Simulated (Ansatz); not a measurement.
Reaction (cleavage of the Si–Si bond): `O[SiH](Cl)[Si](O)(Cl)Cl` + `N[SiH](O)O` → `O[SiH](O)N[SiH](O)Cl` + `O[SiH](Cl)Cl`

Computed with Ansatz on PBE0-D4/def2-TZVP structures; ΔE is electronic, products minus reactants. CCSD(T)/CBS is the MP2 limit (def2-TZVPP, def2-QZVPP) plus CCSD(T) − MP2 in def2-TZVPP, frozen cores. This one scheme is used for every species. Functionals use def2-TZVPP. One conformer a species, not always the lowest.

`O[SiH](Cl)[Si](O)(Cl)Cl`:

Z-matrix (Å, degrees):
```
Si
Cl 1 2.054
Si 1 2.340 2 105.3
O 1 1.634 2 111.8 3 -119.1
H 1 1.476 2 108.6 3 123.6
O 3 1.626 1 109.3 2 165.8
Cl 3 2.062 1 106.5 2 -75.1
Cl 3 2.047 1 113.3 2 42.2
H 4 0.960 1 117.8 2 67.8
H 6 0.960 3 119.7 1 -179.8
```

`N[SiH](O)O`:

Cartesian coordinates in Å:
```
N -0.445 1.074 0.481
Si -0.040 -0.555 0.131
O 1.589 -0.687 0.265
O -0.672 -0.902 -1.341
H -1.388 1.396 0.330
H -0.039 1.526 1.285
H -0.566 -1.612 1.014
H 2.117 0.006 -0.135
H -0.557 -0.246 -2.031
```

`O[SiH](O)N[SiH](O)Cl`:

Z-matrix (Å, degrees):
```
Si
O 1 1.648
N 1 1.710 2 107.2
O 1 1.639 2 103.4 3 122.9
H 1 1.481 2 112.8 3 -117.9
H 2 0.960 1 115.6 3 -152.6
Si 3 1.721 1 128.4 2 37.2
H 3 1.011 1 114.8 2 -129.5
H 4 0.958 1 118.9 2 -177.7
O 7 1.622 3 108.9 1 -11.3
Cl 7 2.060 3 106.8 1 -133.9
H 7 1.473 3 114.9 1 109.8
H 10 0.967 7 114.8 3 -25.3
```

`O[SiH](Cl)Cl`:

Cartesian coordinates in Å:
```
O -1.029 0.835 0.198
Si 0.369 0.050 -0.038
Cl 0.348 -0.985 -1.797
Cl 0.723 -1.294 1.458
H -1.847 0.337 0.245
H 1.436 1.056 -0.065
```

```json
{"level": "PBE", "ΔE (kJ/mol)": "-76.7"}
{"level": "MP2/def2-TZVPP", "ΔE (kJ/mol)": "-106.2"}
```

Question: What does CCSD(T)/CBS give? (Estimate.)

Answer: Computed: -98.7 kJ/mol. The listed levels differ from it by 22.0, -7.5 kJ/mol.

Largest T1 diagnostic among the species: 0.011.

From PBE to PBE0 (25 % exact exchange), in def2-TZVPP and without D4, ΔE moves by −10.0 kJ/mol. In def2-TZVPP, CCSD(T) changes the Hartree–Fock value by +12.0 kJ/mol (the triples alone add +2.1 kJ/mol) and MP2 by +7.9 kJ/mol.
